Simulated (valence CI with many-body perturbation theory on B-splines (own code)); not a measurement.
Pt LXIV in brief

Level of theory: configuration interaction combined with many-body perturbation theory (CI+MBPT): five valence electrons over a frozen Dirac-Fock core [Ne], radial functions for each j: 11 s, 11 p, 10 d, 8 f, 5 g, 2 h, with the one-electron correlation potential Σ1 (screened to all orders), the two-electron term Σ2, the three-electron term Σ3, Breit, model QED; selected single and double excitations, second order for the rest, scaled by the run's own slope (own B-spline code, finite nucleus).

No measured spectrum was set against this ion. As an estimate, large intervals hold to a few tenths of a per cent, small ones and those within an open d or f shell to about a per cent. Among the levels kept, up to 3100 cm⁻¹ of a level comes from second order outside the variational space, and about a tenth of that is noise between levels of different J, which matters for small intervals.

Levels are named by their leading jj configuration (3d3/2^4 stands for four electrons in 3d with j = 3/2), which in mixed levels can hold well under half, so a name can repeat and another be missing.

Rates and lifetimes use the calculated energies. Strong lines usually hold to 10 to 20 %, long lifetimes can be off by a factor of two.

Problem. What is the ground level?

Solution. (3s^2 3p1/2^2 3p3/2) J=3/2, composition 48 % 3s2.3p3 2P° + 27 % 3s2.3p3 2D° + 24 % 3s2.3p3 4S°, g = 1.336.

Problem. Among levels below 13129 × 10³ cm⁻¹, which E1 lines absorb most strongly from the ground level?

Solution. to (3s^2 3p1/2 3p3/2 3d3/2) J=3/2 at 1.667 nm, f = 0.386; to (3s^2 3p1/2 3p3/2 3d3/2) J=5/2 at 1.696 nm, f = 0.305; to (3s^2 3p1/2 3p3/2 3d3/2) J=1/2 at 1.670 nm, f = 0.134.

Problem. Name the longest-lived excited levels whose lifetime is computed, and their main decay.

Solution. (3s^2 3p1/2 3p3/2 3d5/2) J=9/2 at 6481.5 × 10³ cm⁻¹ lives 60.8 ns, mostly by E2 to (3s^2 3p1/2^2 3d5/2) J=5/2; (3s^2 3p1/2 3p3/2^2) J=5/2 at 3673.2 × 10³ cm⁻¹ lives 2.69 ns, mostly by E1 to (3s^2 3p1/2^2 3d3/2) J=3/2; (3s^2 3p1/2 3p3/2^2) J=1/2 at 3806.3 × 10³ cm⁻¹ lives 2.06 ns, mostly by M1 to (3s^2 3p1/2^2 3p3/2) J=3/2.

Problem. Where does the other parity begin?

Solution. At (3s^2 3p1/2^2 3d3/2) J=3/2, 1982.6 × 10³ cm⁻¹.

Problem. What is the ionisation energy?

Solution. 6920.3 eV; NIST lists 6918 ± 19 eV (theoretical).
